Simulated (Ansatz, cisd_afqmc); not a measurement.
System: Ti, charge 0, triplet.

Total energies in def2-SVP, 4 correlated electrons, 9 frozen orbitals. Radicals and triplets start from unrestricted determinants; spin-orbit coupling is neglected. Cores are frozen in correlated methods (noble-gas shells, and filled d and f shells in the p block). No relativity. AFQMC is phaseless with a CISD trial state; ± is one standard error, without the phaseless bias. Outlying blocks are dropped, and bars are widened where a walk drifts. Over all cases where full CI ran beside it in this data, AFQMC minus full CI had a median of +0.1 mEh and passed +0.4 mEh in a tenth of the cases. Open-shell metal atoms are single determinants of the lowest configuration found, not pure terms.

| method | program | energy (Eh) | minus CCSDTQ (mEh) |
|---|---|---|---|
| HF | Ansatz | -848.28729 | 41.66 |
| MP2 | Ansatz | -848.31511 | 13.84 |
| CCSD | Ansatz | -848.32770 | 1.25 |
| CCSD(T) | Ansatz | -848.32850 | 0.45 |
| CCSDT(Q) | Ansatz | -848.32895 | 0.01 |
| CCSDTQ | Ansatz | -848.32895 | 0.00 |
| AFQMC/CISD | cisd_afqmc | -848.3287 ± 0.0001 | 0.3 ± 0.1 |

Ansatz is an electronic-structure program.
